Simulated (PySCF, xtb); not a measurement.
Si(Cl)3(SeH) (Cl3HSeSi), SMILES Cl[Si](Cl)(Cl)[SeH].

GFN2-xTB (xtb) at its own geometry gives an orbital gap of 4.29 eV and a dipole moment of 1.41 D.

Geometry: PBE0-D3(BJ)/def2-SVP. This is a generated structure with no PubChem entry under its InChIKey; it may be hypothetical. Other conformers were not sampled.

### Question
What does PBE0/def2-TZVP in PySCF give? (An estimate is asked for; the answer gives what the named calculation found.)

### Answer
gap 6.74 eV (levels -7.74 and -1.01 eV), dipole 1.12 D.
